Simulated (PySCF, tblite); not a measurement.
Compound: C6H6NP.
Atom-mapped SMILES: `[CH2:1]=[CH:2][c:3]1[cH:4][p:5][cH:6][cH:7][n:8]1` (hydrogens: H9, H10 on C1; H11 on C2; H12 on C4; H13 on C6; H14 on C7)

Structure used (GFN2-xTB), in Å, numbered top down from 1:
```
atom  x, y, z in Å
C1     2.4369    0.9208    0.1405
C2     1.7571   -0.2186    0.1515
C3     0.3000   -0.2840    0.0374
C4    -0.3193   -1.5306    0.0637
P5    -2.0268   -1.7899   -0.0570
C6    -2.5295   -0.1364   -0.1984
C7    -1.6481    0.9291   -0.1931
N8    -0.3382    0.8799   -0.0854
H9     3.5098    0.9472    0.2263
H10    1.9200    1.8600    0.0438
H11    2.2638   -1.1703    0.2482
H12    0.3057   -2.4095    0.1675
H13   -3.5879    0.0656   -0.2951
H14   -2.0442    1.9363   -0.2872
```

Level of theory: CAM-B3LYP/def2-SVPD in PySCF (dipole) on a GFN2-xTB geometry, gas phase.

Take the most abundant isotopes and a rigid rotor. The values belong to one conformer with, in the numbering `[CH2:1]=[CH:2][c:3]1[cH:4][p:5][cH:6][cH:7][n:8]1`, C1–C2–C3–C4 180°.

Task: What are A, B and C (cm⁻¹)?

Result: Ia = 120.17, Ib = 393.57, Ic = 513.74 u·Å²; 505379 MHz·u·Å²/I gives 4205, 1284 and 983.7 MHz, that is A = 0.14028, B = 0.04283, C = 0.03281 cm⁻¹.

Task: What kind of rotor is it?

Result: An asymmetric top. Ray's parameter κ = (2B − A − C)/(A − C) = -0.814; −1 is the prolate and +1 the oblate limit.

Task: Is it planar, by Δ = Ic − Ia − Ib?

Result: Planar: Δ = Ic − Ia − Ib = 0.00 u·Å². For a rigid frame Δ = −2 Σ m c², so it vanishes when all atoms lie in the ab plane; here none is more than 0.01 Å from it.

Task: Which lines would a microwave search look for?

Result: The dipole components are |μa| = 0.22 D, |μb| = 0.34 D, |μc| = 0.00 D; the mirror of this Cs structure is the ab plane, so μc vanishes by symmetry and there are no c-type lines. Intensities carry the squares of the components, which stand as 0.43 : 1.00 (a : b). Some lines, for components of 0.1 D or more:

```json
{"type": "a", "branch": "Q", "J(Ka,Kc)": "4(2,2) ← 4(2,3)", "MHz": "322", "lower level (cm⁻¹)": "1.166"}
{"type": "a", "branch": "R", "J(Ka,Kc)": "3(0,3) ← 2(0,2)", "MHz": "6716", "lower level (cm⁻¹)": "0.226"}
{"type": "a", "branch": "R", "J(Ka,Kc)": "4(1,4) ← 3(1,3)", "MHz": "8429", "lower level (cm⁻¹)": "0.526"}
{"type": "b", "branch": "Q", "J(Ka,Kc)": "2(2,0) ← 2(1,1)", "MHz": "8786", "lower level (cm⁻¹)": "0.344"}
{"type": "a", "branch": "R", "J(Ka,Kc)": "4(2,2) ← 3(2,1)", "MHz": "9267", "lower level (cm⁻¹)": "0.867"}
{"type": "a", "branch": "R", "J(Ka,Kc)": "5(1,5) ← 4(1,4)", "MHz": "10502", "lower level (cm⁻¹)": "0.807"}
{"type": "b", "branch": "R", "J(Ka,Kc)": "4(1,4) ← 3(0,3)", "MHz": "10696", "lower level (cm⁻¹)": "0.450"}
{"type": "a", "branch": "R", "J(Ka,Kc)": "5(3,2) ← 4(3,1)", "MHz": "11426", "lower level (cm⁻¹)": "1.681"}
{"type": "b", "branch": "Q", "J(Ka,Kc)": "5(2,4) ← 5(1,5)", "MHz": "11542", "lower level (cm⁻¹)": "1.157"}
{"type": "a", "branch": "R", "J(Ka,Kc)": "5(2,3) ← 4(2,2)", "MHz": "11698", "lower level (cm⁻¹)": "1.176"}
{"type": "b", "branch": "R", "J(Ka,Kc)": "5(1,5) ← 4(0,4)", "MHz": "12340", "lower level (cm⁻¹)": "0.746"}
{"type": "b", "branch": "Q", "J(Ka,Kc)": "5(4,2) ← 5(3,3)", "MHz": "21447", "lower level (cm⁻¹)": "2.061"}
{"type": "b", "branch": "R", "J(Ka,Kc)": "4(3,2) ← 3(2,1)", "MHz": "24374", "lower level (cm⁻¹)": "0.867"}
{"type": "b", "branch": "R", "J(Ka,Kc)": "5(5,1) ← 4(4,0)", "MHz": "38986", "lower level (cm⁻¹)": "2.396"}
```

Task: Estimate the classical rotational partition function at 10 K, 50 K and 100 K.

Result: Point group Cs, symmetry number σ = 1; q = (√π/σ)·√((kT/h)³/(ABC)), k/h = 20836.6 MHz/K: 2310 at 10 K, 25900 at 50 K, 73100 at 100 K.

Its GFN2-xTB frequencies are all real (lowest 69 cm⁻¹). Zero-point vibration and centrifugal distortion are left out. Quadrupole hyperfine structure (14N) is left out.
